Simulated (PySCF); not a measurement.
In(F)(Cl)(vinyl) (C₂H₃ClFIn), SMILES C=[CH][In]([F])[Cl]. Atoms are numbered in the order given.

```xyz
8

In     0.3272     0.0642     0.0000
F      1.9446     1.1764     0.0000
Cl    -1.6340     1.3754     0.0000
C      0.2519    -2.0651     0.0000
C     -0.9296    -2.6924     0.0000
H      1.1904    -2.6291     0.0000
H     -0.9944    -3.7880     0.0000
H     -1.8838    -2.1542     0.0000
```
Charge 0, spin multiplicity 1.

Geometry: B3LYP-D3(BJ)/def2-SVP. The structure was generated by enumeration; whether it is a known compound was not checked. The def2 effective core potentials stand for the cores of In; spin–orbit coupling is left out. The values are those of a single conformer.

The numbers are results of B3LYP-D3(BJ)/def2-SVP run with PySCF 2.14.0, not measurements.

Frequencies are harmonic and unscaled.

Computed vibrational spectrum:
```json
[
 {"mode": "1", "ν (cm⁻¹)": "55", "IR (km/mol)": "2.4", "Raman (Å⁴/amu)": "3.5", "depolarisation": "0.71", "moving atoms (share of kinetic energy)": "C 38 %, Cl 32 %, In 13 %, H 12 %"},
 {"mode": "2", "ν (cm⁻¹)": "70", "IR (km/mol)": "3.7", "Raman (Å⁴/amu)": "4.2", "depolarisation": "0.75", "moving atoms (share of kinetic energy)": "C 34 %, F 33 %, H 20 %, In 13 %"},
 {"mode": "3", "ν (cm⁻¹)": "128", "IR (km/mol)": "21.4", "Raman (Å⁴/amu)": "1.0", "depolarisation": "0.74", "moving atoms (share of kinetic energy)": "F 66 %, Cl 19 %, In 13 %"},
 {"mode": "4", "ν (cm⁻¹)": "132", "IR (km/mol)": "9.2", "Raman (Å⁴/amu)": "1.9", "depolarisation": "0.75", "moving atoms (share of kinetic energy)": "C 28 %, H 28 %, In 23 %, F 12 %, Cl 9 %"},
 {"mode": "5", "ν (cm⁻¹)": "270", "IR (km/mol)": "7.4", "Raman (Å⁴/amu)": "7.7", "depolarisation": "0.39", "moving atoms (share of kinetic energy)": "C 67 %, H 19 %, In 11 %"},
 {"mode": "6", "ν (cm⁻¹)": "359", "IR (km/mol)": "35.0", "Raman (Å⁴/amu)": "12.7", "depolarisation": "0.20", "moving atoms (share of kinetic energy)": "Cl 78 %, In 19 %"},
 {"mode": "7", "ν (cm⁻¹)": "464", "IR (km/mol)": "34.5", "Raman (Å⁴/amu)": "10.2", "depolarisation": "0.75", "moving atoms (share of kinetic energy)": "H 70 %, C 28 %"},
 {"mode": "8", "ν (cm⁻¹)": "513", "IR (km/mol)": "25.5", "Raman (Å⁴/amu)": "21.1", "depolarisation": "0.13", "moving atoms (share of kinetic energy)": "C 67 %, H 20 %, In 9 %"},
 {"mode": "9", "ν (cm⁻¹)": "610", "IR (km/mol)": "69.8", "Raman (Å⁴/amu)": "6.0", "depolarisation": "0.30", "moving atoms (share of kinetic energy)": "F 82 %, In 15 %"},
 {"mode": "10", "ν (cm⁻¹)": "988", "IR (km/mol)": "9.4", "Raman (Å⁴/amu)": "4.3", "depolarisation": "0.67", "moving atoms (share of kinetic energy)": "H 88 %, C 12 %"},
 {"mode": "11", "ν (cm⁻¹)": "998", "IR (km/mol)": "15.0", "Raman (Å⁴/amu)": "0.8", "depolarisation": "0.75", "moving atoms (share of kinetic energy)": "H 72 %, C 28 %"},
 {"mode": "12", "ν (cm⁻¹)": "1025", "IR (km/mol)": "24.0", "Raman (Å⁴/amu)": "0.6", "depolarisation": "0.75", "moving atoms (share of kinetic energy)": "H 94 %"},
 {"mode": "13", "ν (cm⁻¹)": "1233", "IR (km/mol)": "36.8", "Raman (Å⁴/amu)": "16.9", "depolarisation": "0.12", "moving atoms (share of kinetic energy)": "H 73 %, C 27 %"},
 {"mode": "14", "ν (cm⁻¹)": "1410", "IR (km/mol)": "12.7", "Raman (Å⁴/amu)": "22.4", "depolarisation": "0.54", "moving atoms (share of kinetic energy)": "H 82 %, C 18 %"},
 {"mode": "15", "ν (cm⁻¹)": "1645", "IR (km/mol)": "2.8", "Raman (Å⁴/amu)": "4.2", "depolarisation": "0.15", "moving atoms (share of kinetic energy)": "C 83 %, H 17 %"},
 {"mode": "16", "ν (cm⁻¹)": "3108", "IR (km/mol)": "7.6", "Raman (Å⁴/amu)": "186.0", "depolarisation": "0.22", "moving atoms (share of kinetic energy)": "H 95 %"},
 {"mode": "17", "ν (cm⁻¹)": "3167", "IR (km/mol)": "2.7", "Raman (Å⁴/amu)": "181.9", "depolarisation": "0.33", "moving atoms (share of kinetic energy)": "H 91 %, C 9 %"},
 {"mode": "18", "ν (cm⁻¹)": "3202", "IR (km/mol)": "1.3", "Raman (Å⁴/amu)": "104.2", "depolarisation": "0.55", "moving atoms (share of kinetic energy)": "H 89 %, C 11 %"}
]
```
